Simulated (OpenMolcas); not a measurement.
# GeSiH4O (SMILES [SiH3][O][GeH]): methods side by side

GeSiH4O has 7 atoms, charge 0, and is taken as a singlet. SMILES: `[SiH3][O][GeH]`. The coordinates come from a PBE0-D4/def2-TZVP relaxation. This is one conformer, not always the lowest.

```xyz
7

Si   -0.7417    0.6509   -0.2965
O     0.5335   -0.1393    0.3737
Ge    1.2614   -1.7562    0.1342
H    -1.4092   -0.1976   -1.3238
H    -0.2609    1.9013   -0.9375
H    -1.7225    0.9881    0.7664
H     2.4008   -1.5151    1.2380
```

Each level gives the vertical ionisation energy (to the doublet cation) (eV). The values are calculated.

```json
{"level": "HF/def2-SVP", "kind": "Hartree–Fock", "program": "OpenMolcas", "value (eV)": "8.44", "CPU time (all runs)": "13 s"}
{"level": "SVWN5/def2-SVP", "kind": "LDA", "program": "OpenMolcas", "value (eV)": "8.96", "CPU time (all runs)": "38 s"}
{"level": "BLYP/def2-SVP", "kind": "GGA", "program": "OpenMolcas", "value (eV)": "8.73", "CPU time (all runs)": "56 s"}
{"level": "revPBE/def2-SVP", "kind": "GGA", "program": "OpenMolcas", "value (eV)": "8.78", "CPU time (all runs)": "55 s"}
{"level": "M06-L/def2-SVP", "kind": "meta-GGA", "program": "OpenMolcas", "value (eV)": "8.91", "CPU time (all runs)": "80 s"}
{"level": "TPSS/def2-SVP", "kind": "meta-GGA", "program": "OpenMolcas", "value (eV)": "8.90", "CPU time (all runs)": "81 s"}
{"level": "B3LYP/def2-SVP", "kind": "global hybrid", "program": "OpenMolcas", "value (eV)": "9.09", "CPU time (all runs)": "52 s"}
{"level": "M06-2X/def2-SVP", "kind": "hybrid meta-GGA", "program": "OpenMolcas", "value (eV)": "9.01", "CPU time (all runs)": "65 s"}
```

All-electron rows without a relativistic Hamiltonian named are non-relativistic. The values span 8.44 to 9.09 eV. Times are those of the runs behind each value, whatever else they computed, on shared processors of several kinds: orders of magnitude only.
